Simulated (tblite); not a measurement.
Species: C6H10N2Si.
Geometry (GFN2-xTB, Å), atoms numbered from 1 in this order:
```
atom  x, y, z in Å
C1     2.6262   -0.2175   -0.9389
N2     1.1989   -0.4524   -0.9167
C3     0.5322    0.2761    0.1246
Si4    0.3162   -0.5849    1.8134
C5    -0.8805   -0.1759    0.4405
C6    -1.8852   -0.7919   -0.4557
C7    -2.1682    0.5565    0.1770
C8    -2.1083    1.7054   -0.6503
N9    -2.0218    2.6281   -1.3247
H10    3.0454   -0.5712    0.0046
H11    2.8929    0.8439   -1.0561
H12    3.0701   -0.7835   -1.7563
H13    0.7960   -0.2177   -1.8213
H14    0.6708    1.3643    0.0931
H15    0.2567    0.2378    3.0082
H16    0.7105   -1.9737    1.9223
H17   -1.6857   -0.8167   -1.5186
H18   -2.4639   -1.6334   -0.1019
H19   -2.9120    0.6159    0.9645
```

Computed with GFN2-xTB (tblite): harmonic, unscaled wavenumbers at the GFN2-xTB geometry, gas phase. The method is semi-empirical: single wavenumbers can be off by several per cent or more. Modes of hydrogen on silicon can be 10 to 20 % off. One conformer, not necessarily the lowest.

Harmonic wavenumbers (cm⁻¹): 57.9, 79.2, 102.5, 130.4, 184.4, 225.0, 239.7, 280.2, 321.0, 402.2, 450.9, 478.0, 517.6, 527.3, 543.1, 621.1, 682.8, 730.0, 811.1, 828.5, 873.6, 928.4, 971.8, 1008.7, 1033.6, 1039.2, 1058.2, 1086.5, 1098.2, 1118.2, 1156.3, 1199.5, 1261.1, 1290.0, 1374.2, 1416.3, 1427.5, 1484.7, 1489.3, 1499.8, 2361.0, 2388.7, 2400.2, 2836.9, 2858.6, 2989.5, 3017.6, 3020.3, 3067.5, 3075.0, 3313.7.

A = 1885, B = 1023, C = 802.6 MHz; mass 138.061 u (most abundant isotopes); point group C1, symmetry number 1.

**Question.** Zero-point energy?

**Answer.** Half the sum of the wavenumbers: 31678 cm⁻¹ = 90.57 kcal/mol.

**Question.** Give the ideal-gas entropy at 298.15 K and 1 bar in the rigid-rotor, harmonic-oscillator model (classical rotation).

**Answer.** Translation 40.71, rotation 29.72, vibration 30.40: S = 100.8 cal/(mol K).

**Question.** And Cp and H(298.15 K) − H(0)?

**Answer.** Cp = 41.01 cal/(mol K), of which vibrations give 33.06 (their classical limit is 51 R = 101.3); H(298.15 K) − H(0) = 7.29 kcal/mol without the zero-point energy, 4.92 from vibrations.

**Question.** Which modes carry the vibrational entropy at 298.15 K?

**Answer.** 57.9 cm⁻¹: 4.53; 79.2 cm⁻¹: 3.91; 102.5 cm⁻¹: 3.41; 130.4 cm⁻¹: 2.94; 184.4 cm⁻¹: 2.28; 225.0 cm⁻¹: 1.92 cal/(mol K); the other 45 give 11.41 together.

**Question.** What must be added to the electronic energy to get the Gibbs energy at 298.15 K and 1 bar?

**Answer.** ZPE + [H(298.15 K) − H(0)] − T·S = 90.57 + 7.29 − 30.06 = 67.80 kcal/mol.

**Question.** How do the functions run with temperature in this model?

**Answer.** 
```tsv
T (K)	S (cal/(mol K))	Cp (cal/(mol K))	H − H(0) (kcal/mol)	G − H(0) (kcal/mol)	ln q(vib)
150	78.8	24.8	2.41	-9.41	2.89
250	94.1	35.8	5.44	-18.08	5.65
400	114.3	51.2	12.00	-33.74	9.83
600	138.1	66.2	23.84	-59.04	15.28
900	167.9	80.5	46.03	-105.11	22.91
```

q(vib) and H(0) count from the zero-point level.

Hindered rotation and anharmonicity are outside this model. Other conformers, if any are populated, would add a mixing term that is left out. The structure is chiral; the term R ln 2 for an equal mix with its mirror image is left out.

Time: 1.3 s wall. Hardware: an Arm Neoverse N1 with one thread, shared host. This covers the Hessian and the dipole derivatives.
